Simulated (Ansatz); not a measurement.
`[SiH3]C[AsH2]` → `[SiH3][AsH2]` + `[CH2]` (triplet) at 298.15 K and 1 bar (formal loss of a carbene).

Isolated molecules relaxed with PBE0-D4/def2-TZVP in Ansatz; ΔE leaves out vibrations. CCSD(T)/CBS adds triple-zeta CCSD(T) − MP2 to the extrapolated MP2 energy (def2 sets, frozen cores). This one scheme is used for every species. Triplets are unrestricted, without spin–orbit coupling. For As outer-core shells are correlated without core-valence functions, which leaves a few kJ/mol of doubt a bond. Scalar relativity is left out up to krypton.

```tsv
species	CCSD(T)/CBS energy (Eh)	H − E (kJ/mol)	S (J/(mol·K))
`[SiH3]C[AsH2]`	-2566.33655	196.2	326.8
`[SiH3][AsH2]`	-2527.08228	120.7	293.4
`[CH2]` (triplet)	-39.09499	55.4	195.3
```

H − E and S are ideal-gas, rigid-rotor, harmonic terms from PBE0-D4/def2-TZVP, with the whole ground term of open shells counted as degenerate. 1 Eh = 2625.50 kJ/mol, R = 8.31446 J/(mol·K).

Task: By hand: ΔE, ΔH, ΔS and ΔG.

Result: ΔE = (-2527.08228) + (-39.09499) − (-2566.33655) = 0.15928 Eh = 418.2 kJ/mol. Δ(H − E) = 120.7 + 55.4 − 196.2 = -20.1, so ΔH = 398.1 kJ/mol. ΔS = 293.4 + 195.3 − 326.8 = 161.9 J/(mol·K). ΔG = 398.1 − 298.15 × (161.9)/1000 = 349.8 kJ/mol.

Task: By hand: the equilibrium constant, and the temperature at which ΔG would vanish if ΔH and ΔS stayed fixed.

Result: log₁₀ K = −ΔG/(RT ln 10) = -61.3. ΔG = 0 at ΔH/ΔS = 2459 K.

The number of gas molecules changes by +1, which sets the sign of ΔS. A doubt of 5 kJ/mol in ΔE shifts log₁₀ K by 0.9 here. A triplet takes part, so the spin changes. These are equilibria of isolated gas molecules and say nothing of rates. Largest T1 diagnostic: 0.011 (customary marks: 0.02 for closed shells, 0.045 for open ones).
